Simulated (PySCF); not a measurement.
# C₆ coefficients of unlike pairs at PBE0

Calculated with PySCF 2.14 from the dipole response of each species, C₆(A,B) = (3/π) ∫ α_A(iu) α_B(iu) du, in atomic units, from isotropic polarisabilities. For ions this is the dispersion term alone; charge-induced terms of lower order in 1/R come first.

```tsv
species	configuration	basis	relativity	α (bohr³)	C₆ (like pair)
Zr²⁺	[Kr] 4d2 (3F)	aug-cc-pVTZ-DK (9s8p6d3f2g)	spin-free X2C	12.04	59.08
I³⁺	[Kr] 4d10 5s2 5p2 (3P)	aug-cc-pVQZ-PP with ECP28MDF (7s7p5d3f2g)	core potential	10.12	55.72
Br⁺	[Ar] 3d10 4s2 4p4 (3P)	aug-cc-pVTZ-PP with one added diffuse shell each of s, d, f type with ECP10MDF (7s5p5d3f)	core potential	12.61	77.78
Ge	[Ar] 3d10 4s2 4p2 (3P)	aug-cc-pVTZ-DK (7s6p4d2f)	spin-free X2C	42.86	371.6
```

Task: Estimate C₆ for Ge with Br⁺.

Result: The integral gives 157.9. The combination rule 2 C_A C_B / (C_A α_B/α_A + C_B α_A/α_B) gives 154.7 and the geometric mean 170.0.

No spin-orbit coupling is included.

The other pairs:

```tsv
pair	C₆
Ge, Zr²⁺	137.9
Br⁺, Zr²⁺	67.44
Ge, I³⁺	130.5
Br⁺, I³⁺	65.57
I³⁺, Zr²⁺	57.16
```
